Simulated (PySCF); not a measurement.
A species of formula C5H5FS has this rotational fingerprint, computed with CAM-B3LYP/def2-SVPD in PySCF (dipole) on a GFN2-xTB geometry, gas phase:

| Property | Result |
| --- | --- |
| Rotational constants | A = 3359, B = 1821, C = 1491 MHz |
| Dipole components | \|μa\| = 0.52 D, \|μb\| = 0.46 D, \|μc\| = 1.95 D |
| Inertial defect | -89.05 u·Å² |
| κ | -0.65 |

Question: Which candidate fits, each taken in the one conformer that was computed?
A. `[F:1][CH2:2][c:3]1[cH:4][cH:5][cH:6][s:7]1` with F1–C2–C3–C4 0°
B. `C#C[C@@H]1S[C@]1(C)F`
C. `[CH:1]#[C:2][C@@H:3]1[CH2:4][C@H:5]([F:6])[S:7]1` with C2–C3–C4–C5 -128°, C3–C4–C5–F6 128°, C4–C5–S7–C3 -8°, C2–C3–S7–C5 127°

Answer: B. It is C#C[C@@H]1S[C@]1(C)F, an asymmetric top, point group C1. The candidates at the same level (rigid rotor, commonest isotopes):

| SMILES | A (MHz) | B (MHz) | C (MHz) | μa (D) | μb (D) | μc (D) | Δ (u·Å²) | point group | rotor |
| --- | --- | --- | --- | --- | --- | --- | --- | --- | --- |
| C#C[C@@H]1C[C@H](F)S1 | 4125 | 1507 | 1338 | 0.85 | 0.98 | 2.07 | -80.20 | C1 | asymmetric top |
| FCc1cccs1 | 4811 | 1649 | 1238 | 1.15 | 0.56 | 0.00 | -3.23 | Cs | asymmetric top |
| C#C[C@@H]1S[C@]1(C)F | 3359 | 1821 | 1491 | 0.52 | 0.46 | 1.95 | -89.05 | C1 | asymmetric top |

`C#C[C@@H]1C[C@H](F)S1` has A 23 % too high; `FCc1cccs1` has A 43 % too high. No structure here is proved a minimum.
